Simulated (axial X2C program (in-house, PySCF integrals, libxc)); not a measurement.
## GaF: nuclear properties from DFT to coupled cluster

Computed with an in-house all-electron X2C program for linear molecules (integrals from PySCF): two-component X2C with atomic mean-field Coulomb and Gaunt terms, Gaussian nuclei, basis Ga dyall-acv3z, F dyall-av3z with contracted cores.

R = 1.788 Å (near the PBE0 minimum at charge 0 of the determinant lowest at the starting distance; the state shown can have its own minimum elsewhere); state Ω = 0 (closed shell).

```tsv
level	qzz Ga (a.u.)	qzz F (a.u.)	μ (D)
PBE0	-2.71	0.53	-2.40
HF	-2.83	0.56	-2.44
B3LYP	-2.68	0.49	-2.48
```

qzz is the electric field gradient, eQq0 = 234.96 MHz × Q/barn × qzz; μ is positive if the F end (last atom) is positive. The operators were transformed with the bare-nucleus X2C matrices; with these basis sets, hyperfine constants and field gradients can be off by tens of per cent, and where levels differ in sign neither size nor sign is settled.

Finite-field MP2, CCSD and CCSD(T), with 20 electrons correlated in 130 natural virtual spinors (MP2 remainder added):

```
  level  qzz Ga (a.u.)  qzz F (a.u.)  μ (D)
    MP2          -2.71          0.45  -2.53
   CCSD          -2.66          0.49  -2.53
CCSD(T)          -2.61          0.47  -2.49
```

T1 = 0.016 (Lee–Taylor). One unrestricted determinant, the lowest of a limited PBE0 search, is the reference; the functionals treat spin collinearly. Correlation of the inner shells is missing, which matters for properties at the nucleus. Number of frozen shells: Ga 3 s, 2 p; F 1 s.

By how much does correlation change each value, CCSD(T) against HF?

qzz Ga -8 %; qzz F -16 %; μ 2 %.
